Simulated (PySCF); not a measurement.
Radial density of Ne(2+) (neon, charge +2)

UHF, [He] 2s2 2p4, high-spin 3P determinant. Calculation: PySCF 2.14, in def2-SVP (3s2p1d, 14 functions); the non-relativistic Hamiltonian (point nucleus).

```
r (bohr)  4πr²ρ (e/bohr)  4πr²(ρα − ρβ)
 0.00267         0.05031         0.0001
 0.00449          0.1404         0.0003
 0.00755          0.3826         0.0009
  0.0127          0.9878         0.0023
  0.0214           2.331         0.0054
  0.0359           4.960         0.0119
  0.0604           8.615         0.0278
   0.102           10.96         0.0956
   0.171           8.546         0.4037
   0.288           4.969         1.2146
   0.484           6.432         2.3359
   0.814           6.088         1.9262
    1.37           1.622         0.4535
    2.30          0.1274         0.0362
    3.87       0.0001990         0.0001
```
